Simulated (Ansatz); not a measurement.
Geometry optimisation, RKS PBE-D4/def2-SVP (Ansatz).

The input (input.yaml):

```yaml
crystal:
  periodic: [false, false, false]
  atoms:
    - { symbol: Ta, position_ang: [-0.053945, -0.232465, -0.105929] }
    - { symbol: O, position_ang: [1.901416, -0.446997, -0.261424] }
    - { symbol: H, position_ang: [2.452216, -0.264926, 0.527045] }
    - { symbol: F, position_ang: [0.271477, 0.238097, 1.714506] }
    - { symbol: Cl, position_ang: [-0.252808, -0.641413, -2.398556] }
    - { symbol: F, position_ang: [-1.07077, 1.343257, -0.249786] }
    - { symbol: F, position_ang: [-0.972145, -1.775668, 0.411272] }
    - { symbol: H, position_ang: [1.396617, 2.311896, -0.766879] }
    - { symbol: H, position_ang: [1.808641, 1.717018, -0.74595] }
basis:
  gaussian: { orbitals: def2-SVP }
hamiltonian:
  xc: pbe
  dispersion: d4
relax:
  f_tol: 0.03
  max_steps: 50
output:
  orbitals: {}
```

Launched with:

```bash
$ ansatz run input.yaml --threads 4 --pin off --max-ram 5120MiB --backend cpu --events-out ev --progress --plain --runs-dir out
```

Problem. Where does it end, and by what steps?

Solution. The run converged. The force dipped under the threshold on the way, but the program's further checks kept it going. After 13 steps the energy has fallen by 0.177 eV; H9 moved furthest, 0.75 Å.

```
step  energy less start (eV)  largest force component (eV/Å)  accepted
   0                  0.0000                           1.556       yes
   1                 -0.1302                           0.200       yes
   2                 -0.1459                           0.131       yes
   3                 -0.1545                           0.202       yes
   4                 -0.1639                           0.232       yes
   5                 -0.1705                           0.257       yes
   6                 -0.1721                           0.181       yes
   7                 -0.1746                           0.170       yes
   8                 -0.1749                           0.136       yes
   9                 -0.1758                           0.040       yes
  10                 -0.1761                           0.013       yes
  11                 -0.1764                           0.021       yes
  12                 -0.1765                           0.045       yes
  13                 -0.1765                           0.026       yes
```

```xyz
9
Properties=species:S:1:pos:R:3
Ta -0.086 -0.387 -0.087
O 1.780 -0.616 -0.220
H 2.497 -0.404 0.405
F 0.082 0.143 1.739
Cl -0.469 -0.978 -2.326
F -0.840 1.311 -0.393
F -1.057 -1.881 0.507
H 1.433 2.675 -0.712
H 2.141 2.385 -0.790
```

Whether the end is a true minimum wasn't checked by a vibrational analysis.

Run time: 26 s on 4 threads of Arm Neoverse V1, with other jobs on the host, peak memory 0.18 GiB.
